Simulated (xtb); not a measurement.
Calculation: GFN2-xTB in xtb 6.7.1.

```
xtb start.xyz --ohess tight --gfn 2 --chrg 0 --uhf 0 --iterations 400

# start.xyz
5

Ti     0.000000     0.000000     0.000000
Cl     1.092404     0.782374     2.157141
H      1.249386     0.169108    -1.448046
H     -0.526974    -1.837537     0.179319
H     -1.547712     1.077353    -0.360969
```

Output:

```
[...]
          :  # atomic orbitals                  21          :
          :  # shells                            9          :
          :  # electrons                        14          :
          :  max. iterations                   400          :
          :  Hamiltonian                  GFN2-xTB          :
          :  restarted?                      false          :
          :  GBSA solvation                  false          :
          :  PC potential                    false          :
          :  electronic temp.          300.0000000     K    :
          :  accuracy                    1.0000000          :
          :  -> integral cutoff          0.2500000E+02      :
          :  -> integral neglect         0.1000000E-07      :
          :  -> SCF convergence          0.1000000E-05 Eh   :
          :  -> wf. convergence          0.1000000E-03 e    :
          :  Broyden damping             0.4000000          :
          :  net charge                          0          :
          :  unpaired electrons                  0          :
          ...................................................

 iter      E             dE          RMSdq      gap      omega  full diag
   1     -7.8070086 -0.780701E+01  0.142E-04    2.22       0.0  T
   2     -7.8070086 -0.600409E-11  0.104E-04    2.22     430.1  T
   3     -7.8070086 -0.957101E-11  0.532E-05    2.22     841.0  T

   *** convergence criteria satisfied after 3 iterations ***

         #    Occupation            Energy/Eh            Energy/eV
      -------------------------------------------------------------
         1        2.0000           -1.0962512             -29.8305
         2        2.0000           -0.6133536             -16.6902
         3        2.0000           -0.4770050             -12.9800
         4        2.0000           -0.4770050             -12.9800
         5        2.0000           -0.4544113             -12.3652
         6        2.0000           -0.4334157             -11.7938
         7        2.0000           -0.4334157             -11.7938 (HOMO)
         8                         -0.3517118              -9.5706 (LUMO)
         9                         -0.3517118              -9.5706
        10                         -0.3305436              -8.9945
        11                         -0.3259372              -8.8692
        12                         -0.3259372              -8.8692
       ...                                ...                  ...
        21                          0.5417651              14.7422
      -------------------------------------------------------------
                  HL-Gap            0.0817039 Eh            2.2233 eV
             Fermi-level           -0.3925637 Eh          -10.6822 eV


         :::::::::::::::::::::::::::::::::::::::::::::::::::::
         ::                     SUMMARY                     ::
         :::::::::::::::::::::::::::::::::::::::::::::::::::::
         :: total energy              -7.789549823912 Eh    ::
         :: gradient norm              0.000024829445 Eh/a0 ::
         :: HOMO-LUMO gap              2.223277016765 eV    ::
         ::.................................................::
         :: SCC energy                -7.807008240963 Eh    ::
         :: -> isotropic ES            0.026346571029 Eh    ::
         :: -> anisotropic ES          0.002078412997 Eh    ::
         :: -> anisotropic XC          0.000629383476 Eh    ::
         :: -> dispersion             -0.003068214035 Eh    ::
         :: repulsion energy           0.017458417052 Eh    ::
         :: add. restraining           0.000000000000 Eh    ::
         :: total charge               0.000000000000 e     ::
         :::::::::::::::::::::::::::::::::::::::::::::::::::::

           -------------------------------------------------
          |                Numerical Hessian                |
           -------------------------------------------------
step length          :   0.00500
SCC accuracy         :   0.30000
Hessian scale factor :   1.00000
frozen atoms in %    :   0.00000    0
RMS gradient         :   0.00002
estimated CPU  time      0.00 min
estimated wall time      0.00 min

writing file <hessian>.

 projected vibrational frequencies (cm⁻¹)
eigval :       -0.00    -0.00    -0.00    -0.00     0.00     0.00
eigval :      368.79   461.30   461.32   634.40   757.69   757.70
eigval :     1356.11  1356.17  1376.55
           -------------------------------------------------
          |                Property Printout                |
           -------------------------------------------------

    * Orbital Energies and Occupations

         #    Occupation            Energy/Eh            Energy/eV
      -------------------------------------------------------------
         1        2.0000           -1.0962513             -29.8305
         2        2.0000           -0.6133538             -16.6902
         3        2.0000           -0.4770051             -12.9800
         4        2.0000           -0.4770051             -12.9800
         5        2.0000           -0.4544114             -12.3652
         6        2.0000           -0.4334159             -11.7938
         7        2.0000           -0.4334159             -11.7938 (HOMO)
         8                         -0.3517120              -9.5706 (LUMO)
         9                         -0.3517120              -9.5706
        10                         -0.3305439              -8.9946
        11                         -0.3259375              -8.8692
        12                         -0.3259375              -8.8692
        13                          0.0084273               0.2293
        14                          0.0084273               0.2293
        15                          0.0136883               0.3725
        16                          0.0145054               0.3947
        17                          0.0145054               0.3947
        18                          0.4966482              13.5145
       ...                                ...                  ...
        21                          0.5417649              14.7422
      -------------------------------------------------------------
                  HL-Gap            0.0817039 Eh            2.2233 eV
             Fermi-level           -0.3925640 Eh          -10.6822 eV

     #   Z          covCN         q      C6AA      α(0)
     1  22 Ti       3.348     0.920   104.118    24.912
     2  17 Cl       0.760    -0.216   105.766    15.731
Molecule has the following symmetry elements: (C3) 3*(sigma)
It seems to be the C3v point group
     3   1 H        0.863    -0.235    13.944     5.849
     4   1 H        0.863    -0.235    13.944     5.849
     5   1 H        0.863    -0.235    13.944     5.849

 Mol. C6AA /au·bohr⁶  :        958.508530
 Mol. C8AA /au·bohr⁸  :      44396.466451
 Mol. α(0) /au        :         58.190623

Wiberg/Mayer (AO) data.
largest (>0.10) Wiberg bond orders for each atom

 ---------------------------------------------------------------------------
     #   Z sym  total        # sym  WBO       # sym  WBO       # sym  WBO
 ---------------------------------------------------------------------------
     1  22 Ti   3.975 --     2 Cl   1.343     3 H    0.877     5 H    0.877
                             4 H    0.877
     2  17 Cl   1.398 --     1 Ti   1.343
     3   1 H    0.945 --     1 Ti   0.877
     4   1 H    0.945 --     1 Ti   0.877
     5   1 H    0.945 --     1 Ti   0.877
 ---------------------------------------------------------------------------

Topologies differ in total number of bonds
Writing topology from bond orders to xtbtopo.mol

molecular dipole:
                 x           y           z       tot (Debye)
 q only:       -0.082      -0.059      -0.163
   full:        0.033       0.023       0.065       0.194
molecular quadrupole (traceless):
                xx          xy          yy          xz          yz          zz
 q only:        0.233      -0.207       0.374      -0.572      -0.410      -0.607
  q+dip:        0.425      -0.378       0.682      -1.043      -0.747      -1.107
   full:        0.280      -0.249       0.450      -0.688      -0.493      -0.730

           -------------------------------------------------
          |                Geometry Summary                 |
           -------------------------------------------------

      molecular mass/u    :       86.3435048
   center of mass at/Å    :        0.3743766       0.2681229       0.7392616
  moments of inertia/u·Å² :        0.7739178E+01   0.1047743E+03   0.1047743E+03
rotational constants/cm⁻¹ :        0.2178220E+01   0.1608948E+00   0.1608948E+00

 * 1 selected distances

     #   Z          #   Z                                           value/Å
     1  22 Ti       2  17 Cl                                      2.1584720 (max)

 * 1 distinct bonds (by element types)

   Z      Z             #   av. dist./Å        max./Å        min./Å
  17 Cl  22 Ti          1     2.1584720     2.1584720     2.1584720

           -------------------------------------------------
          |               Frequency Printout                |
           -------------------------------------------------
 projected vibrational frequencies (cm⁻¹)
eigval :       -0.00    -0.00    -0.00    -0.00     0.00     0.00
eigval :      368.79   461.30   461.32   634.40   757.69   757.70
eigval :     1356.11  1356.17  1376.55
 reduced masses (amu)
   1: 42.42   2: 42.41   3: 33.70   4: 33.67   5: 27.84   6: 17.44   7: 40.10   8:  5.13
   9:  5.13  10:  2.87  11:  1.61  12:  1.61  13:  1.92  14:  1.92  15:  1.23
 IR intensities (km·mol⁻¹)
   1:  0.01   2:  0.01   3:  0.01   4:  0.01   5:  0.01   6:  0.02   7: 57.22   8:198.23
   9:199.30  10:530.11  11:123.02  12:122.85  13:311.56  14:312.12  15:128.89
 Raman intensities (Ä⁴*amu⁻¹)
   1:  0.00   2:  0.00   3:  0.00   4:  0.00   5:  0.00   6:  0.00   7:  0.00   8:  0.00
   9:  0.00  10:  0.00  11:  0.00  12:  0.00  13:  0.00  14:  0.00  15:  0.00
 output can be read by thermo (or use thermo option).
 writing <g98.out> molden fake output.
 recommended (thermochemical) frequency scaling factor: 1.0
           -------------------------------------------------
          |             Thermodynamic Functions             |
           -------------------------------------------------

c3v symmetry found (for desy threshold:  0.10E+00) used in thermo

          ...................................................
          :                      SETUP                      :
          :.................................................:
          :  # frequencies                           9      :
          :  # imaginary freq.                       0      :
          :  linear?                             false      :
          :  only rotor calc.                    false      :
          :  symmetry                              c3v      :
          :  rotational number                       3      :
          :  scaling factor                  1.0000000      :
          :  rotor cutoff                   50.0000000 cm⁻¹ :
          :  imag. cutoff                  -20.0000000 cm⁻¹ :
          :.................................................:

    mode    ω/cm⁻¹     T·S(HO)/kcal·mol⁻¹    T·S(FR)/kcal·mol⁻¹   T·S(vib)
   ------------------------------------------------------------------------
   ------------------------------------------------------------------------

   temp. (K)  partition function   enthalpy   heat capacity  entropy
                                   cal/mol     cal/K/mol   cal/K/mol   J/K/mol
 298.15  VIB   1.68                  753.464      6.974      3.556
         ROT  0.742E+04              888.752      2.981     20.692
         INT  0.125E+05             1642.217      9.955     24.248
         TR   0.776E+27             1481.254      4.968     39.262
         TOT                        3123.4707    14.9230    63.5105   265.7280

       T/K    H(0)-H(T)+PV         H(T)/Eh          T*S/Eh         G(T)/Eh
   ------------------------------------------------------------------------
    298.15    0.497757E-02    0.221322E-01    0.301759E-01   -0.804368E-02
   ------------------------------------------------------------------------

         :::::::::::::::::::::::::::::::::::::::::::::::::::::
         ::                  THERMODYNAMIC                  ::
         :::::::::::::::::::::::::::::::::::::::::::::::::::::
         :: total free energy          -7.797593499403 Eh   ::
         ::.................................................::
         :: total energy               -7.789549823917 Eh   ::
         :: zero point energy           0.017154656389 Eh   ::
         :: G(RRHO) w/o ZPVE           -0.025198331876 Eh   ::
         :: G(RRHO) contrib.           -0.008043675486 Eh   ::
         :::::::::::::::::::::::::::::::::::::::::::::::::::::

optimized geometry written to: xtbopt.xyz

           -------------------------------------------------
          | TOTAL ENERGY               -7.789549823917 Eh   |
          | TOTAL ENTHALPY             -7.767417600053 Eh   |
          | TOTAL FREE ENERGY          -7.797593499403 Eh   |
          | GRADIENT NORM               0.000024925207 Eh/α |
          | HOMO-LUMO GAP               2.223275237238 eV   |
           -------------------------------------------------

------------------------------------------------------------------------
```

Cost: very roughly 0.10 core-seconds.
